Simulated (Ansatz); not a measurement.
Mulliken charges of `[CH2][Si](F)(Cl)Cl` radical from ωB97M-V/def2-TZVPP in Ansatz (PBE0-D4/def2-TZVP geometry).

| atom | x (Å) | y (Å) | z (Å) | charge (e) |
| --- | --- | --- | --- | --- |
| C1 | -0.250 | 0.760 | 0.828 | -0.370 |
| Si2 | 0.209 | -0.468 | -0.426 | 0.706 |
| F3 | 1.413 | -1.347 | 0.107 | -0.278 |
| Cl4 | -1.334 | -1.722 | -0.847 | -0.178 |
| Cl5 | 0.809 | 0.414 | -2.156 | -0.178 |
| H6 | 0.279 | 0.837 | 1.771 | 0.151 |
| H7 | -1.065 | 1.458 | 0.677 | 0.148 |

Question: By hand: the dipole of these point charges (1 e Å = 4.8032 D).

Answer: Σ q r = (-0.175, 0.338, 0.265) e Å, of length 0.464 e Å = 2.23 D.

Question: How does the dipole of the full density compare? (An estimate is asked.)

Answer: Computed: (-0.146, 0.303, 0.255) e Å, 2.03 D; the point charges give 1.10 times that, at 3° from its direction.

Point charges leave out the atoms' own dipoles, such as those of lone pairs, and Mulliken's split depends on the basis, so the close match here is no proof of good charges.
